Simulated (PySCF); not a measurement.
## Spinor energies of Yb³⁺ (ytterbium, charge +3)

Start: [Xe] 4f13; 4f5/2 filled at m_j = -5/2, -3/2, -1/2, +1/2, +3/2, +5/2; 4f7/2 filled at m_j = -5/2, -3/2, -1/2, +1/2, +3/2, +5/2, +7/2. Calculated with PySCF 2.14 in x2c-TZVPall-2c (11s11p10d4f1g, 131 functions): generalised Hartree-Fock with the X2C-1e Hamiltonian and a Gaussian nucleus; one run each with spin-orbit coupling (SO) switched off, then screened by Boettger's factors.

```csv
spinor shell,electrons,"ε, spin-free (eV)","ε, screened SO (eV)",weight of nominal j (screened SO),"rms radius, screened SO (bohr)"
1s1/2,2,-61681.6,-61666.2,1.000,0.0223
2s1/2,2,-10611.6,-10606.9,1.000,0.0901
2p1/2,2,-9355.2,-10099.1,1.000,0.0768
2p3/2,4,-9355.2,-9046.8,1.000,0.0838
3s1/2,2,-2475.7,-2474.2,1.000,0.231
3p1/2,2,-2090.0,-2250.4,1.000,0.222
3p3/2,4,-2090.0,-2022.5,1.000,0.237
3d3/2,4,-1616.8,-1646.0,1.000,0.210
3d5/2,6,-1616.8,-1596.1,1.000,0.214
4s1/2,2,-543.07,-542.68,1.000,0.519
4p1/2,2,-413.86,-451.06,0.999,0.530
4p3/2,4,-413.86,-398.18,1.000,0.562
4d3/2,4,-240.36,-247.11,0.994,0.597
4d5/2,6,-240.36,-235.62,0.996,0.609
5s1/2,2,-97.596,-97.546,1.000,1.28
5p1/2,2,-63.921,-69.036,0.994,1.42
5p3/2,4,-63.921,-61.788,0.997,1.53
4f5/2,6,-48.415,-49.609,0.948,0.798
4f7/2,7,-48.415,-47.265,0.956,0.816
```

| quantity | spin-free | screened SO |
| --- | --- | --- |
| E (hartree) | -14047.77429 | -14060.94537 |
| M_J | 7/2 | 7/2 |
| ⟨J²⟩ | 15.757 | 15.757 |
| ⟨L²⟩ | 12.006 | 12.107 |
| ⟨S²⟩ | 0.751 | 0.851 |

Each row is a mean over spinors that exchange with the open shell spreads, by up to 9.971 eV (4d5/2).

Breit and QED terms are absent; they matter most for the inner s and p1/2 levels.

Densities and radii are taken from the X2C orbitals without a picture-change correction, which distorts them close to the nucleus.

Without spin-orbit coupling the j labels of p, d and f shells carry no meaning; the spin-free column gives the mean over the occupied spinors of each nl shell.
